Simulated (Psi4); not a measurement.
C₅H₉N (SMILES NCC1=CCC1), singlet, at a GFN2-xTB geometry; MP2/6-31G run with Psi4.

The Psi4 input:
```
memory 2 GB

molecule {
0 1
N     2.25375872   -0.56847072    0.34940907
C     1.29372406   -0.34146850   -0.71826413
C    -0.04864543   -0.01283792   -0.16885864
C    -0.57885339    0.13972535    1.04385107
C    -1.95203285    0.47004362    0.52484016
C    -1.33879875    0.29583261   -0.88833716
H     3.17888805   -0.72870157   -0.03366272
H     2.29941620    0.24540124    0.95295967
H     1.58992246    0.46684839   -1.41620060
H     1.22497690   -1.26353274   -1.30909944
H    -0.20129532    0.05311235    2.04531618
H    -2.73067906   -0.24866022    0.77601717
H    -2.30743110    1.47546012    0.74773732
H    -1.75363553   -0.52616269   -1.46935264
H    -1.32883548    1.19775906   -1.49896612
}

set {
  basis 6-31g
  freeze_core true
}

energy('mp2')
print_variables()
```

Output, abridged:

```
    SCF Algorithm Type (re)set to DF.

   => Loading Basis Set <=

    Name: 6-31G
    Role: ORBITAL
    Keyword: BASIS

         ---------------------------------------------------------
                                   SCF
               by Justin Turney, Rob Parrish, Andy Simmonett
                          and Daniel G. A. Smith
                              RHF Reference
         ---------------------------------------------------------

  ==> Geometry <==

    Molecular point group: c1
    Full point group: C1

    Geometry (in Angstrom), charge = 0, multiplicity = 1:

       Center              X                  Y                   Z               Mass
    ------------   -----------------  -----------------  -----------------  -----------------
         N            2.253332873269    -0.560429443170     0.335001414540    14.003074004430
         C            1.293298213269    -0.333427223170    -0.732671785460    12.000000000000
         C           -0.049071276731    -0.004796643170    -0.183266295460    12.000000000000
         C           -0.579279236731     0.147766626830     1.029443414540    12.000000000000
         C           -1.952458696731     0.478084896830     0.510432504540    12.000000000000
         C           -1.339224596731     0.303873886830    -0.902744815460    12.000000000000
         H            3.178462203269    -0.720660293170    -0.048070375460     1.007825032230
         H            2.298990353269     0.253442516830     0.938552014540     1.007825032230
         H            1.589496613269     0.474889666830    -1.430608255460     1.007825032230
         H            1.224551053269    -1.255491463170    -1.323507095460     1.007825032230
         H           -0.201721166731     0.061153626830     2.030908524540     1.007825032230
         H           -2.731104906731    -0.240618943170     0.761609514540     1.007825032230
         H           -2.307856946731     1.483501396830     0.733329664540     1.007825032230
         H           -1.754061376731    -0.518121413170    -1.483760295460     1.007825032230
         H           -1.329261326731     1.205800336830    -1.513373775460     1.007825032230

  Running in c1 symmetry.

  Rotational constants: A =      0.31429  B =      0.07789  C =      0.06500 [cm^-1]
  Rotational constants: A =   9422.21992  B =   2335.21433  C =   1948.63274 [MHz]
  Nuclear repulsion =  229.626853598499423

  Charge       = 0
  Multiplicity = 1
  Electrons    = 46
  Nalpha       = 23
  Nbeta        = 23

  ==> Algorithm <==

  SCF Algorithm Type is DF.
  DIIS enabled.
  MOM disabled.
  Fractional occupation disabled.
  Guess Type is SAD.
  Energy threshold   = 1.00e-08
  Density threshold  = 1.00e-08
  Integral threshold = 1.00e-12

  ==> Primary Basis <==

  Basis Set: 6-31G
    Blend: 6-31G
    Number of shells: 48
    Number of basis functions: 72
    Number of Cartesian functions: 72
    Spherical Harmonics?: false
    Max angular momentum: 1

   => Loading Basis Set <=

    Name: (6-31G AUX)
    Role: JKFIT
    Keyword: DF_BASIS_SCF

  ==> Integral Setup <==

  SCF_SUBTYPE=INCORE selected. In-core MEM_DF algorithm will be used.
  Using in-core AOs.

  ==> MemDFJK: Density-Fitted J/K Matrices <==

    J tasked:                   Yes
    K tasked:                   Yes
    wK tasked:                   No
    Algorithm:                 Core
    Schwarz Cutoff:           1E-12
    Mask sparsity (%):       1.8519
    Fitting Condition:        1E-10

   => Auxiliary Basis Set <=

  Basis Set: (6-31G AUX)
    Blend: CC-PVDZ-JKFIT
    Number of shells: 225
    Number of basis functions: 711
    Number of Cartesian functions: 711
    Spherical Harmonics?: false
    Max angular momentum: 3

  Minimum eigenvalue in the overlap matrix is 1.2617402934E-03.
  Reciprocal condition number of the overlap matrix is 2.2266113448E-04.
    Using symmetric orthogonalization.

  ==> Pre-Iterations <==

[...]
  Energy and wave function converged.

  ==> Post-Iterations <==

    Orbital Energies [Eh]
    ---------------------

    Doubly Occupied:

[...]
    Virtual:

[...]
      72A      2.097860

    Final Occupation by Irrep:
              A
    DOCC [    23 ]
    NA   [    23 ]
    NB   [    23 ]

  @DF-RHF Final Energy:  -248.84925201120669

   => Energetics <=

    Nuclear Repulsion Energy =            229.6268535984994230
    One-Electron Energy =                -790.6684100849595325
    Two-Electron Energy =                 312.1923044752534224
    Total Energy =                       -248.8492520112066586

Computation Completed

Properties will be evaluated at   0.000000,   0.000000,   0.000000 [a0]

Properties computed using the SCF density matrix

 Multipole Moments:

 ------------------------------------------------------------------------------------
     Multipole            Electronic (a.u.)      Nuclear  (a.u.)        Total (a.u.)
 ------------------------------------------------------------------------------------

 L = 1.  Multiply by 2.5417464519 to convert [e a0] to [Debye]
 Dipole X            :          0.3096423           -0.0370177            0.2726245
 Dipole Y            :         -0.1815193            0.6990070            0.5174877
 Dipole Z            :          0.8365013           -1.2524198           -0.4159186
 Magnitude           :                                                    0.7177088

 ------------------------------------------------------------------------------------

  //>>>>>>>>>>>>>>>>>>>>>>>>>>>>>>>>>>>//
  //               DFMP2               //
  //<<<<<<<<<<<<<<<<<<<<<<<<<<<<<<<<<<<//

   => Loading Basis Set <=

    Name: (6-31G AUX)
    Role: RIFIT
    Keyword: DF_BASIS_MP2

	 --------------------------------------------------------
	                          DF-MP2
	      2nd-Order Density-Fitted Moller-Plesset Theory

	        Rob Parrish, Justin Turney, Andy Simmonett,
	           Ed Hohenstein, and C. David Sherrill
	 --------------------------------------------------------

   => Auxiliary Basis Set <=

  Basis Set: (6-31G AUX)
    Blend: CC-PVDZ-RI
    Number of shells: 162
    Number of basis functions: 462
    Number of Cartesian functions: 531
    Spherical Harmonics?: true
    Max angular momentum: 3

	 --------------------------------------------------------
	                 NBF =    72, NAUX =   462
	 --------------------------------------------------------
	   CLASS    FOCC     OCC    AOCC    AVIR     VIR    FVIR
	   PAIRS       6      23      17      49      49       0
	 --------------------------------------------------------

	-----------------------------------------------------------
	 ==================> DF-MP2 Energies <====================
	-----------------------------------------------------------
	 Reference Energy          =    -248.8492520112066870 [Eh]
	 Singles Energy            =      -0.0000000000000000 [Eh]
	 Same-Spin Energy          =      -0.1255679001384421 [Eh]
	 Opposite-Spin Energy      =      -0.4261569189754494 [Eh]
	 Correlation Energy        =      -0.5517248191138915 [Eh]
	 Total Energy              =    -249.4009768303205874 [Eh]
	-----------------------------------------------------------
	 ================> DF-SCS-MP2 Energies <==================
	-----------------------------------------------------------
	 SCS Same-Spin Scale       =       0.3333333333333333 [-]
	 SCS Opposite-Spin Scale   =       1.2000000000000000 [-]
	 SCS Same-Spin Energy      =      -0.0418559667128140 [Eh]
	 SCS Opposite-Spin Energy  =      -0.5113883027705393 [Eh]
	 SCS Correlation Energy    =      -0.5532442694833533 [Eh]
	 SCS Total Energy          =    -249.4024962806900305 [Eh]
	-----------------------------------------------------------

  Variable Map:
  ----------------------------------------------------------------------------
[...]
  Array Variable Map:
  ----------------------------------------------------------------------------
[...]
[...]
```
